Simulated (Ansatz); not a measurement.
`O=[CH][GeH2][Cl]` + HI → `[Cl][GeH2][I]` + `C=O` at 500 K and 1 bar (ligand exchange at a Ge–C bond).

Isolated molecules relaxed with PBE0-D4/def2-TZVP in Ansatz; ΔE leaves out vibrations. CCSD(T)/CBS adds triple-zeta CCSD(T) − MP2 to the extrapolated MP2 energy (def2 sets, frozen cores). This one scheme is used for every species. Elements past krypton have def2 core potentials. For Ge, I outer-core shells are correlated without core-valence functions, which leaves a few kJ/mol of doubt a bond. Scalar relativity is left out up to krypton. Each species was taken in one conformer, which may not be the lowest.

```
           species  CCSD(T)/CBS energy (Eh)  H − E (kJ/mol)  S (J/(mol·K))
`O=[CH][GeH2][Cl]`              -2650.92278           129.6          387.6
                HI               -298.03592            28.6          221.6
   `[Cl][GeH2][I]`              -2834.60434            77.9          366.1
             `C=O`               -114.39408            87.9          238.5
```

H − E and S are ideal-gas, rigid-rotor, harmonic terms from PBE0-D4/def2-TZVP, for one conformer and one mirror image of each species. 1 Eh = 2625.50 kJ/mol, R = 8.31446 J/(mol·K).

By hand: ΔE, ΔH, ΔS and ΔG.

ΔE = (-2834.60434) + (-114.39408) − (-2650.92278) − (-298.03592) = -0.03972 Eh = -104.3 kJ/mol. Δ(H − E) = 77.9 + 87.9 − 129.6 − 28.6 = 7.6, so ΔH = -96.7 kJ/mol. ΔS = 366.1 + 238.5 − 387.6 − 221.6 = -4.6 J/(mol·K). ΔG = -96.7 − 500 × (-4.6)/1000 = -94.4 kJ/mol.

By hand: the equilibrium constant, and the temperature at which ΔG would vanish if ΔH and ΔS stayed fixed.

log₁₀ K = −ΔG/(RT ln 10) = 9.9. ΔG = 0 at ΔH/ΔS = 21022 K, far beyond where these terms or the molecules hold.

The number of gas molecules stays the same, so ΔS is small and ΔH decides. A doubt of 5 kJ/mol in ΔE shifts log₁₀ K by 0.5 here. Other conformers and mirror images would add mixing entropy, several J/(mol·K) or more a flexible species. Modes under 60 cm⁻¹, often nearly free rotors, make the harmonic entropy too high. These are equilibria of isolated gas molecules and say nothing of rates. Largest T1 diagnostic: 0.015 (customary marks: 0.02 for closed shells, 0.045 for open ones).
